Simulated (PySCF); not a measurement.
SMILES OB(O)CCc1ccccc1 (C₈H₁₁BO₂) at its GFN2-xTB optimised geometry (Å):

```
22

O     -1.8486    -0.8505     3.5060
B     -2.4437    -1.3664     2.4152
O     -3.7225    -0.9816     2.1423
C     -1.6308    -2.4110     1.5081
C     -1.4736    -1.9406     0.0482
C     -0.7151    -0.6453     0.0000
C     -1.3814     0.5731     0.0024
C     -0.6763     1.7636     0.0039
C      0.7077     1.7520     0.0024
C      1.3817     0.5429     0.0000
C      0.6739    -0.6453     0.0000
H     -2.3903    -0.2294     3.9953
H     -4.1193    -1.3685     1.3642
H     -0.6394    -2.5707     1.9308
H     -2.1371    -3.3801     1.5039
H     -2.4596    -1.8089    -0.4057
H     -0.9385    -2.7038    -0.5218
H     -2.4620     0.5917     0.0038
H     -1.2089     2.7038     0.0049
H      1.2587     2.6811     0.0023
H      2.4620     0.5262    -0.0021
H      1.2048    -1.5868    -0.0019
```

Method: PBE0/def2-SVP run with PySCF. Cells within 0.4 Å of a nucleus heavier than hydrogen are left out (blank, or x).

Map of the Laplacian of the electron density (e/bohr⁵), clipped to [-1.50, 1.50] on the plane z = 0.0 Å:

```
|6666666666666666666666666|
|6666666666666666666666666|
|6666666666666666666666666|
|6666666666666666666666666|
|6666666666666666666666666|
|6666666664666665666666666|
|6666666660366640666666666|
|6666666665x956x5666666666|
|6666666666xx3xx5666666666|
|6666666674266624766666666|
|66666644xx57775x955666666|
|66666613xx67776xx20666666|
|6666666663477742666666666|
|6666666675xx4xx5666666666|
|6666666665xx4xx6666666666|
|6666666664476632666666666|
|66666655xx666650666666666|
|66666665xx666666666666666|
|6666666664666666666666666|
|6666666666666666666666666|
|6666666666666666666666666|
|6666666666666666666666666|
|6666666666666666666666666|
|6666666666666666666666666|
|6666666666666666666666666|
```
Scale: ten equal steps from -1.50 (start of '0') to 0.915 (end of '9'), in the order '0123456789'; x runs from -5.00 to 5.00, y from -5.00 (bottom) to 5.00 (top).
